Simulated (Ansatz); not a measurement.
Mulliken charges of C2H2BF, SMILES `BC#CF` from PBE/def2-TZVPP in Ansatz (PBE0-D4/def2-TZVP geometry).

| atom | x (Å) | y (Å) | z (Å) | charge (e) |
| --- | --- | --- | --- | --- |
| B1 | -0.663 | 0.885 | -0.326 | -0.033 |
| C2 | 0.199 | -0.268 | 0.084 | -0.099 |
| C3 | 0.894 | -1.197 | 0.413 | 0.151 |
| F4 | 1.623 | -2.171 | 0.759 | -0.071 |
| H5 | -1.083 | 0.947 | -1.441 | 0.027 |
| H6 | -0.928 | 1.740 | 0.465 | 0.027 |

By hand: the dipole of these point charges (1 e Å = 4.8032 D).

Σ q r = (-0.032, 0.043, -0.015) e Å, of length 0.056 e Å = 0.27 D.

How does the dipole of the full density compare? (Estimate.)

Ansatz gave: (0.115, -0.153, 0.054) e Å, 0.96 D; the point charges give 0.28 times that, at 180° from its direction, so they point the opposite way.

Point charges leave out the atoms' own dipoles, such as those of lone pairs, and Mulliken's split depends on the basis, so the two needn't agree.
